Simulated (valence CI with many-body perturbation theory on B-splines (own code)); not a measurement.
**Ladder of approximations for Ca12+**

Calculated by configuration interaction combined with many-body perturbation theory (CI+MBPT): six valence electrons over a frozen Dirac-Fock core [He], radial functions for each j: 9 s, 9 p, 8 d, 6 f, 3 g, 1 h, with the one-electron correlation potential Σ1, the two-electron term Σ2, the three-electron term Σ3, Breit, model QED; selected CI, second order for the rest, scaled by the run's own slope (own B-spline code, finite nucleus).

No measured spectrum was set against this ion. As an estimate, levels of excited configurations hold to 0.05 to 0.15 % of their energy, terms of the ground configuration to about 0.5 %. Among the levels kept, up to 3000 cm⁻¹ of a level comes from second order outside the variational space, and about a tenth of that is noise between levels of different J, which matters for small intervals.

Each rung adds one term. CI alone is the Dirac-Coulomb CI over the frozen core; QED comes last and gives the full result, which names the levels. Energies are above 2s2 2p4 3P_2 on the same rung, in × 10³ cm⁻¹.

```
           Level  CI alone
    2s2 2p4 3P_1     24.69
    2s2 2p4 3P_0     29.09
    2s2 2p4 1D_2     89.07
    2s2 2p4 1S_0    178.56
    2s 2p5 3P°_2    622.17
    2s 2p5 3P°_1    642.77
    2s 2p5 3P°_0    654.69
    2s 2p5 1P°_1    857.06
        2p6 1S_0    1450.3
2s2 2p3 3s 5S°_2    3335.0
2s2 2p3 3s 3S°_1    3373.8
2s2 2p3 3s 3D°_1    3451.1
2s2 2p3 3s 3D°_2    3452.2
2s2 2p3 3s 3D°_3    3458.8
2s2 2p3 3s 1D°_2    3474.8
 2s2 2p3 3p 5P_1    3495.8
```

(1) What do these energies become with core correlation, Breit and QED?

(2) How does the ionisation energy move along the ladder, and which term matters most?

Results:

(1) 2s2 2p4 3P_1 24.47 (-0.22); 2s2 2p4 3P_0 28.90 (-0.18); 2s2 2p4 1D_2 88.41 (-0.66); 2s2 2p4 1S_0 179.00 (+0.43); 2s 2p5 3P°_2 618.51 (-3.66); 2s 2p5 3P°_1 638.53 (-4.24); 2s 2p5 3P°_0 650.39 (-4.30); 2s 2p5 1P°_1 851.00 (-6.06); 2p6 1S_0 1441.0 (-9.29); 2s2 2p3 3s 5S°_2 3334.7 (-0.32); 2s2 2p3 3s 3S°_1 3373.2 (-0.59); 2s2 2p3 3s 3D°_1 3451.5 (+0.34); 2s2 2p3 3s 3D°_2 3452.3 (+0.09); 2s2 2p3 3s 3D°_3 3457.5 (-1.29); 2s2 2p3 3s 1D°_2 3473.8 (-0.99); 2s2 2p3 3p 5P_1 3495.1 (-0.71).

(2) CI alone 728.08, + Σ1 728.31, + Σ2 728.29, + Σ3 728.23, + Breit 727.94, + QED 727.95 eV. The largest step is Breit, -0.30 eV. NIST lists 728.6 ± 1.1 eV (semi-empirical).
